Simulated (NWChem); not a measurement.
System: C2H5NOSi; SMILES O1[SiH2]C=NC1

NWChem printed, in part:

```
             Northwest Computational Chemistry Package (NWChem) 7.3.0
             --------------------------------------------------------

 CS  symmetry detected

                             Geometry "geometry" -> ""
                             -------------------------

 Output coordinates in angstroms (scale by  1.889725989 to convert to a.u.)

  No.       Tag          Charge          X              Y              Z
 ---- ---------------- ---------- -------------- -------------- --------------
    1 C                    6.0000     1.29840346    -0.30842104     0.00000000
    2 N                    7.0000     0.61806563    -1.39500833     0.00000000
    3 C                    6.0000    -0.81960697    -1.18351121     0.00000000
    4 O                    8.0000    -1.19662043     0.19582802     0.00000000
    5 Si                  14.0000     0.14419458     1.19643276     0.00000000
    6 H                    1.0000     2.38690829    -0.38472047     0.00000000
    7 H                    1.0000    -1.23762768    -1.67002499     0.89015000
    8 H                    1.0000    -1.23762768    -1.67002499    -0.89015000
    9 H                    1.0000     0.22167405     2.06236974    -1.20695400
   10 H                    1.0000     0.22167405     2.06236974     1.20695400

 Effective nuclear repulsion energy (a.u.)     227.1616476727

      Symmetry information
      --------------------

 Group name             Cs
 Group number              2
 Group order               2
 No. of unique centers     8

                                 NWChem DFT Module
                                 -----------------

 Summary of "ao basis" -> "ao basis" (spherical)
 ------------------------------------------------------------------------------
       Tag                 Description            Shells   Functions and Types
 ---------------- ------------------------------  ------  ---------------------
 C                          def2-svp                 6       14   3s2p1d
 N                          def2-svp                 6       14   3s2p1d
 O                          def2-svp                 6       14   3s2p1d
 Si                         def2-svp                 8       18   4s3p1d
 H                          def2-svp                 3        5   2s1p

      Symmetry analysis of basis
      --------------------------

        a'         67
        a"         32

            General Information
            -------------------
          SCF calculation type: DFT
          Wavefunction type:  closed shell.
          No. of atoms     :    10
          No. of electrons :    46
           Alpha electrons :    23
            Beta electrons :    23
          Charge           :     0
          Spin multiplicity:     1
          Use of symmetry is: on ; symmetry adaption is: on
          Maximum number of iterations: 150
          AO basis - number of functions:    99
                     number of shells:    47
          Convergence on energy requested:  1.00D-06
          Convergence on density requested:  1.00D-05
          Convergence on gradient requested:  5.00D-04

              XC Information
              --------------
                         PBE0 Method XC Functional
                     Hartree-Fock (Exact) Exchange  0.250
          PerdewBurkeErnzerhof Exchange Functional  0.750
            Perdew 1991 LDA Correlation Functional  1.000 local
           PerdewBurkeErnz. Correlation Functional  1.000 non-local

             Grid Information
             ----------------
          Grid used for XC integration:  medium
          Radial quadrature: Mura-Knowles
          Angular quadrature: Lebedev.
          Tag              B.-S. Rad. Rad. Pts. Rad. Cut. Ang. Pts.
          ---              ---------- --------- --------- ---------
          C                   0.70       49          10.0       434
          N                   0.65       49          10.0       434
          O                   0.60       49          10.0       434
          Si                  1.10       88          10.0       590
          H                   0.35       45          11.0       434
          Grid pruning is: on
          Number of quadrature shells:   419
          Spatial weights used:  Erf1

      Superposition of Atomic Density Guess
      -------------------------------------

 Sum of atomic energies:        -495.41989590

      Non-variational initial energy
      ------------------------------

 Total energy =    -497.966084
 1-e energy   =   -1132.164536
 2-e energy   =     407.036804
 HOMO         =      -0.290414
 LUMO         =      -0.031672

      Symmetry analysis of molecular orbitals - initial
      -------------------------------------------------

  Numbering of irreducible representations:

     1 a'          2 a"

  Orbital symmetries:

     1 a'          2 a'          3 a'          4 a'          5 a'
     6 a'          7 a'          8 a"          9 a'         10 a'
    11 a'         12 a'         13 a'         14 a'         15 a'
    16 a"         17 a'         18 a'         19 a"         20 a'
    21 a"         22 a"         23 a'         24 a"         25 a'
    26 a'         27 a'         28 a'         29 a'         30 a"
    31 a"         32 a'         33 a'

     ---------------------------------------------
      Total Density - Mulliken Population Analysis
     ---------------------------------------------

[...]
```

Level: PBE0/def2-SVP. The geometry was optimised at B3LYP/6-31G* (spherical d).

Task: Reconstruct the input file.

Result: One answer among several that fit: the input that was run:
```
start job
memory heap 200 mb stack 900 mb global 1100 mb
geometry units angstroms noautoz
  C      1.286857    -0.333957     0.000000
  N      0.597574    -1.414892     0.000000
  C     -0.838304    -1.191536     0.000000
  O     -1.203920     0.190868     0.000000
  Si     0.145108     1.180372     0.000000
  H      2.374695    -0.419238     0.000000
  H     -1.260326    -1.674583     0.890150
  H     -1.260326    -1.674583    -0.890150
  H      0.229732     2.045640    -1.206954
  H      0.229732     2.045640     1.206954
end
basis spherical
  * library def2-svp
end
dft
  xc pbe0
  iterations 150
  mulliken
end
task dft energy
```
